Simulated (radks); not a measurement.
Values are calculated unless marked as measured or tabulated.
Spherical quantum dot in the effective-mass picture: electrons in a parabolic well V = omega^2 r^2 / 2 with omega = 3.03, with a point charge +1 (a donor) at the centre, all in effective atomic units (hartree* = m*/eps^2 hartree, bohr* = eps/m* bohr), one dielectric constant everywhere. Level of theory: non-relativistic Kohn-Sham, PBE, spin-polarised, spherical densities (a radial shooting solver with Libxc functionals). Levels are named by radial order and angular momentum (1s, 1p, 1d, 2s, ...), and open shells are averaged over m.

N = 36, configuration 1s2 1p6 1d10 2s2 1f14 2p(up 2, down 0). This is the lowest configuration that the search found. Occupied and some empty levels:

level    occupation  eigenvalue (hartree*)  <r> (bohr*)
1s up             1                 30.658       0.7992
1s down           1                 30.732       0.8074
1p up             3                 32.595        1.132
1p down           3                 32.632        1.137
2s up             1                 34.115        1.179
2s down           1                 34.160        1.169
1d up             5                 34.367        1.334
1d down           5                 34.389        1.334
1f up             7                 36.209        1.483
1f down           7                 36.232        1.482
2p up             2                 36.399        1.319
2p down           0                 36.470        1.320
1g up             0                 38.153        1.606
1g down           0                 38.181        1.604
3s up             0                 38.361        1.370
3s down           0                 38.393        1.372
2d up             0                 38.586        1.457
2d down           0                 38.637        1.462

Energy (hartree*): total 819.317, kinetic 127.48, external 283.86, Hartree 439.34, exchange-correlation -31.363.
